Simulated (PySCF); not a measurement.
# ICl and its ions

RHF-CCSD(T); PySCF, scalar-relativistic core potentials, basis sets I def2-TZVPP with ECP28, Cl def2-TZVPP. Neutral (RHF): singlet (closed shell), Re = 2.331 Å, ωe = 385 cm⁻¹, De = 2.17 eV.

ICl⁺ (UHF): doublet (π ↑), Re = 2.243 Å, ωe = 440 cm⁻¹, De = 2.40 eV to I⁺ + Cl. The energies at the minima are -756.85416 hartree for ICl and -756.48186 for ICl⁺.

Q: Work out the adiabatic ionisation energy, without and with harmonic zero-point energies (1 hartree = 27.2114 eV, 1 eV = 8065.5 cm⁻¹), and the change of the bond length.

A: At CCSD(T): 0.37230 hartree = 10.131 eV between the minima; the zero-point term (440.0 − 385.0)/2 cm⁻¹ = +0.003 eV makes it 10.134 eV. Re changes by -8.8 pm against the neutral. The electron leaves a π orbital, and the shorter bond of the ion fits an antibonding orbital, or a change in how ionic the bond is.

Correlated steps freeze 9 core orbitals. These are scalar-relativistic numbers at best; spin–orbit coupling would shift them, the dissociation energy most. For an ion De counts to the pair picked by the measured ionisation energies or electron affinities, which need not be the lowest pair at this level. Where the molecule has an RHF reference, its open-shell atoms are computed with UHF. States were picked by a PBE0 search and need not be the measured ground states.

Neutral and ion stand on different kinds of reference determinant, which adds to the error of the difference.
